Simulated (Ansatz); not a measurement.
Abridged output of a molecular run in Ansatz:

```
Functional definition: HF
978 factors; integrals over basis functions are off by at most 1.3e-3 eV
mean field evaluation 1: about -5766.1299 eV, gradient 3.0e1 eV
mean field evaluation 2: about -5766.2872 eV, gradient 3.0e1 eV
mean field evaluation 4: about -5768.9316 eV, gradient 5.3e0 eV
mean field evaluation 8: about -5769.0118 eV, gradient 1.4e-1 eV
mean field evaluation 16: about -5768.8408 eV, gradient 1.4e0 eV
mean field -5769.01200075 eV, -212.0072806509 hartree, gradient 4.2e-6 eV, S^2 0.000000; 0 other end points of the search recorded, 0 dependent functions left out
5 core orbitals not correlated: weight in the atoms' cores, before any rotation towards them, 1.000 or more for the frozen orbitals, at most 0.000 for the correlated occupied ones
reference -5769.01200075 eV, -212.0072806509 hartree; 13, 13 occupied and 77, 77 virtual orbitals, 978 factors
second order -18.55155341 eV of doubles, -0.00000000 eV of singles
cycle   1  -18.83161927 eV  change   -2.8e-1 eV  update   1.1e-1
cycle   2  -19.35797900 eV  change   -5.3e-1 eV  update   3.3e-2
cycle   3  -19.49503852 eV  change   -1.4e-1 eV  update   1.8e-2
cycle   4  -19.48787839 eV  change    7.2e-3 eV  update   5.1e-3
cycle   5  -19.48709474 eV  change    7.8e-4 eV  update   2.7e-3
cycle   6  -19.48750313 eV  change   -4.1e-4 eV  update   9.7e-4
cycle   7  -19.48689761 eV  change    6.1e-4 eV  update   4.3e-4
cycle   8  -19.48693115 eV  change   -3.4e-5 eV  update   1.5e-4
cycle   9  -19.48698020 eV  change   -4.9e-5 eV  update   5.1e-5
cycle  10  -19.48696432 eV  change    1.6e-5 eV  update   1.9e-5
perturbative correction -0.75299160 eV, -0.0276719311 hartree
Total energy: -5789.25195667 eV, -212.7510853119 hartree
```

Its atoms:

Cartesian coordinates in Å:
```
N -0.9104 0.2020 -1.6710
C -0.2442 0.0055 -0.5396
N -0.4827 0.5823 0.6249
C 0.2810 -0.3408 1.5270
B 1.0545 -0.2679 0.1785
H -1.7019 0.8252 -1.6823
H -0.5175 -0.0909 -2.5453
H 0.6801 0.1571 2.4097
H -0.2990 -1.2215 1.7889
H 2.1401 0.1491 -0.0906
```

Q: Which basis set was used?
A. def2-SVPD
B. cc-pV(T+d)Z
C. def2-SVP
D. cc-pV(Q+d)Z

A: C. It gives 95 functions.

Q: Write the keys of the input that set method, charge and spin (a neutral closed shell needs none for the last two).

A: 
```yaml
correlation: {method: ccsd_t}
```
